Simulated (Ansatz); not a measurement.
CH6NOSi, SMILES `CO[SiH]N` radical at its PBE0-D4/def2-TZVP geometry, where that method's forces vanish. Total charge 0; spin multiplicity 2.

```xyz
10

C     0.0725   -0.9090    1.3111
O    -0.4007   -1.1714    0.0051
Si   -0.7804   -0.0044   -1.0848
N     0.5644    1.0467   -1.3173
H    -0.7260   -0.5027    1.9417
H     0.4156   -1.8495    1.7462
H     0.9045   -0.1980    1.2990
H    -1.8714    0.8957   -0.5818
H     0.3943    1.9953   -1.6148
H     1.4273    0.6973   -1.7045
```

(1) What forces (eV/Å) does r2SCAN-D4/def2-TZVPP give on these atoms in Ansatz 0.2.0? (An estimate is asked.)

Answers

(1) Ansatz gave: 
```
C1   0.115  0.045  0.317
O2  -0.087 -0.109 -0.260
Si3 -0.080 -0.003 -0.044
N4  -0.001  0.015  0.040
H5   0.004 -0.001 -0.006
H6  -0.006  0.018 -0.005
H7  -0.004 -0.006  0.003
H8   0.011  0.006  0.002
H9   0.025  0.019 -0.029
H10  0.023  0.018 -0.019
```
